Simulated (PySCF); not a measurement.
trichloro(fluoromethyl)silane (CH₂Cl₃FSi), SMILES FC[Si](Cl)(Cl)Cl.

The structure is a stationary point at B3LYP-D3(BJ)/def2-SVP. Other conformers were not sampled.

Method: B3LYP/def2-TZVP in PySCF.

The molecule is in vacuum.

The total energy comes out as -1809.57265 hartree and the point group is Cs. The highest occupied level is -8.92 eV. The lowest empty level comes out as -0.60 eV, the orbital gap is 8.32 eV and the dipole moment is 0.325 e·Å. The quadrupole, principal values (traceless, Buckingham form, about the centre of nuclear charge) is -6.78, 1.36, 5.41 D·Å and the mean static polarisability is 70.8 bohr³ (10.49 Å³). The polarisability, principal values comes out as 66.4, 72.3, 73.6 bohr³.
